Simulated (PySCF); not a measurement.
**Dipole response of F (fluorine, neutral)**

[He] 2s2 2p5, 2P determinant. All numbers are calculated (PySCF 2.14, no relativity, point nucleus, in aug-cc-pwCVQZ). Coupled (time-dependent) response in atomic units; α is the mean over directions.

```json
{"method": "UHF", "mean α (bohr³)": "3.255", "α xx, yy, zz": "3.069, 3.349, 3.349", "C₆ (like pair)": "8.503", "S(−4)": "4.054"}
{"method": "PBE", "mean α (bohr³)": "4.033", "α xx, yy, zz": "3.627, 4.237, 4.237", "C₆ (like pair)": "11.05", "S(−4)": "7.589"}
{"method": "PBE0", "mean α (bohr³)": "3.749", "α xx, yy, zz": "3.428, 3.909, 3.909", "C₆ (like pair)": "10.11", "S(−4)": "6.104"}
{"method": "PW91", "mean α (bohr³)": "3.989", "α xx, yy, zz": "3.590, 4.188, 4.188", "C₆ (like pair)": "10.90", "S(−4)": "7.397"}
{"method": "BHandHLYP", "mean α (bohr³)": "3.542", "α xx, yy, zz": "3.284, 3.671, 3.671", "C₆ (like pair)": "9.412", "S(−4)": "5.209"}
```

S(−4) is the Cauchy moment in α(ω) = α(0) + S(−4) ω² + …

Reference α: 3.74 ± 0.08 bohr³ (recommended; Schwerdtfeger and Nagle, table of static dipole polarizabilities (2023 update)). Published C₆: 9.520 (Chu and Dalgarno (2004); Tang, Norbeck and Certain (1976)).

α(iu) at PBE0:

```csv
u (hartree),α(iu) (bohr³)
0,3.749
0.0500,3.733
0.100,3.689
0.200,3.528
0.300,3.303
0.500,2.797
0.750,2.224
1.00,1.775
1.50,1.181
2.00,0.8358
3.00,0.4790
5.00,0.2158
```

A single London oscillator, α(iu) = α/(1 + u²/ω²), gives C₆ = (3/4) ω α². Matching the computed C₆ needs ω = 4 × 10.11 / (3 × 3.749²) = 0.959 hartree.

The components differ because the open shell of this determinant is not spherical; for a pure term their mean is the scalar polarisability.
